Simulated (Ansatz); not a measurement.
Ideal-gas functions of `[BH]1[Se][SnH2]1` at 800 K and 1 bar, from an Ansatz frequency run at PBE0-D4/def2-TZVP.

Molar mass 211.51 g/mol, point group Cs (symmetry number 1), electronic degeneracy 1, moments of inertia 35.901, 350.732, 378.843 u Å². Harmonic wavenumbers (cm⁻¹, unscaled): 169, 343, 404, 423, 533, 655, 708, 752, 840, 1931, 1936, 2719.

Use S(trans) = R[1.5 ln M + 2.5 ln T − 1.1517]; rotational temperatures θ = 24.2544 K / I; S(rot) = R[ln(√π/σ · √(T³/θAθBθC)) + 1.5]; for each mode x = 1.438777 ν̃/T, S = R[x/(eˣ − 1) − ln(1 − e⁻ˣ)] and H = RT x/(eˣ − 1); 1 cm⁻¹ = 0.0119627 kJ/mol; R = 8.31446 J/(mol·K).

Task: By hand: the entropy, in J/(mol·K).

Result: Translation 196.1. Rotation: θ = 0.6756, 0.0692, 0.064 K, giving 124.8. Vibration, mode by mode: 18.25, 12.46, 11.15, 10.79, 8.98, 7.42, 6.85, 6.41, 5.63, 1.19, 1.18, 0.37, in all 90.7. Electronic 0.0. Sum 411.6 J/(mol·K).

Task: By hand: H − E and G − E in kJ/mol, counted from the electronic energy.

Result: Zero-point energy ½ × 11413 × 0.0119627 = 68.3; thermal vibration 37.9; translation, rotation and pV give 4 RT = 26.6. H − E = 132.8 kJ/mol, and G − E = 132.8 − 800 × 411.6/1000 = -196.5 kJ/mol.

Vibration gives 22 % of the entropy.
